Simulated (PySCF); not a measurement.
# What a mistake does to a calculation on AlBCH6N

All numbers below are calculated, not measured. They come from PySCF 2.14.0, an open-source quantum chemistry program, on an isolated molecule that a program drew, which may never have been made. The molecule is AlBCH6N (charge 0, doublet), drawn as the SMILES string `[CH2]N[BH][AlH2]`.

Each row is a Hartree-Fock (HF) and frozen-core CCSD(T) single point in the cc-pV(D+d)Z basis, meant for a local HF minimum. Run 1 is clean. Each other run has one planted mistake out of seven kinds, and not every kind appears here: one electron removed, one electron added, multiplicity raised by two, geometry at a saddle point, minimal basis STO-3G, one bond length entered in bohr, all coordinates scaled. The reference is restricted for singlets and unrestricted otherwise, and also for a bond in bohr. Adding or removing an electron swaps singlet and doublet. Electrons count all cores. HOMO and LUMO are orbital energies over both spins, the gradient is its largest component, and the lowest frequency (negative if imaginary) is given only where the gradient is small. Bond lengths are over the 9 bonds as drawn. T1 is the CCSD diagnostic: over 0.02 (restricted) or 0.045 (unrestricted) a single reference is doubtful.

Geometry of the clean run:
```xyz
10
AlBCH6N, angstrom
C     0.6271    2.8017   -0.2026
N     1.4848    2.1216    0.6546
B     1.8063    0.7544    0.6857
Al    1.0404   -0.7445   -0.6748
H     0.6402    3.8817   -0.1892
H     0.2578    2.2788   -1.0729
H     1.8920    2.7107    1.3548
H     2.5740    0.4465    1.5673
H     0.9376   -0.5256   -2.2489
H     0.5665   -2.1641   -0.1373
```

| run | electrons | basis functions | <S^2> | HOMO (eV) | LUMO (eV) | gradient (hartree/bohr) | lowest frequency (cm^-1) | mean bond (Å) | longest bond (Å) | T1 | HF (hartree) | CCSD(T) (hartree) | mistake |
|---|---|---|---|---|---|---|---|---|---|---|---|---|---|
| 1 | 37 | 95 | 0.769 | -8.34 | 1.07 | 2.7e-06 | 33 | 1.3903 | 2.164 | 0.0199 | -362.37982 | -362.88639 | no fault |
| 2 | 37 | 95 | 1.197 | -8.96 | 1.04 | 4.3e-02 | - | 1.4971 | 2.164 | 0.0702 | -362.24139 | -362.74958 | one bond length entered in bohr |
| 3 | 37 | 95 | 0.772 | -7.97 | 1.33 | 9.6e-02 | - | 1.2680 | 1.974 | 0.0175 | -362.29474 | -362.79135 | all coordinates scaled |
| 4 | 38 | 95 | 0.000 | 0.22 | 5.47 | 2.7e-02 | - | 1.3903 | 2.164 | 0.0508 | -362.30993 | -362.88586 | one electron added |
| 5 | 37 | 95 | 3.770 | -5.79 | -0.80 | 3.6e-02 | - | 1.3903 | 2.164 | 0.0252 | -362.26446 | -362.76100 | ? |
| 6 | 36 | 95 | 0.000 | -14.88 | -5.44 | 1.2e-01 | - | 1.3903 | 2.164 | 0.0196 | -362.12517 | -362.62127 | ? |

**Which mistake was planted in run 5, and what did it cost?**

Electrons, basis and geometry are unchanged, and <S^2> is 3.770, beside S(S+1) = 3.75 for a multiplicity of 4. So the mistake is: multiplicity raised by two. Subtracting run 1 and multiplying by 627.51 kcal/mol a hartree, the energy moved by 72.4 kcal/mol in HF and 78.7 kcal/mol in CCSD(T).

**Which mistake was planted in run 6, and what did it cost?**

It counts 36 electrons, one fewer than the clean run, at the same geometry and basis. So the mistake is: one electron removed. Subtracting run 1 and multiplying by 627.51 kcal/mol a hartree, the energy moved by 159.8 kcal/mol in HF and 166.4 kcal/mol in CCSD(T).

Cautions from the logs. Run 2: T1 is over the limit, so its CCSD(T) energy is less reliable; run 4: T1 is over the limit, so its CCSD(T) energy is less reliable and the HOMO is above zero, so the electron isn't bound and the energy depends on the basis.
